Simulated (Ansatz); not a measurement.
C₃H₉In, singlet, at a GFN2-xTB geometry (such geometries of metal compounds can be far from the true shape) (core potentials on In); BHLYP/def2-SVP (Ansatz, a quantum-chemistry and plane-wave program).

The Ansatz input:
Ansatz 0.2 input:
```yaml
crystal:
  periodic: [false, false, false]
  atoms:
    - {symbol: In, position_ang: [-0.00027071, 0.00058834, -0.00069908]}
    - {symbol: C, position_ang: [-1.54741402, -1.60362658, -0.25516667]}
    - {symbol: H, position_ang: [-1.47645898, -2.03150186, -1.25510468]}
    - {symbol: H, position_ang: [-2.54532539, -1.18425536, -0.13021367]}
    - {symbol: H, position_ang: [-1.39904443, -2.39480853, 0.47847392]}
    - {symbol: C, position_ang: [-0.16211960, 1.91699700, -1.15548571]}
    - {symbol: H, position_ang: [0.80256149, 2.17280153, -1.59247574]}
    - {symbol: H, position_ang: [-0.46352417, 2.72452625, -0.48838330]}
    - {symbol: H, position_ang: [-0.90066120, 1.82322629, -1.95032013]}
    - {symbol: C, position_ang: [1.71103614, -0.31596421, 1.41393740]}
    - {symbol: H, position_ang: [2.33646867, 0.57422770, 1.46297261]}
    - {symbol: H, position_ang: [2.31750483, -1.15712290, 1.07865522]}
    - {symbol: H, position_ang: [1.33272866, -0.54035921, 2.41094086]}
basis:
  gaussian:
    orbitals: def2-SVP
hamiltonian:
  xc: {name: BHLYP}
```

Q: Write the output that Ansatz gives for this input, abridged.

A: 
```
Functional definition: BHLYP
1464 factors; their error is unknown
mean field evaluation 1: about -8415.0879 eV, gradient 6.0e1 eV
mean field evaluation 2: about -8417.0454 eV, gradient 5.1e1 eV
mean field evaluation 4: about -8424.0481 eV, gradient 5.6e-1 eV
mean field evaluation 8: about -8424.2591 eV, gradient 3.0e-1 eV
mean field evaluation 16: about -8424.2594 eV, gradient 1.4e-5 eV
mean field -8424.25944662 eV, -309.5858244950 hartree, gradient 1.4e-5 eV, S^2 0.000000; 0 other end points of the search recorded, 0 dependent functions left out
reference -8424.25964019 eV, -309.5858316088 hartree; 24, 24 occupied and 89, 89 virtual orbitals, 1464 factors
Total energy: -8424.25964019 eV, -309.5858316088 hartree
```
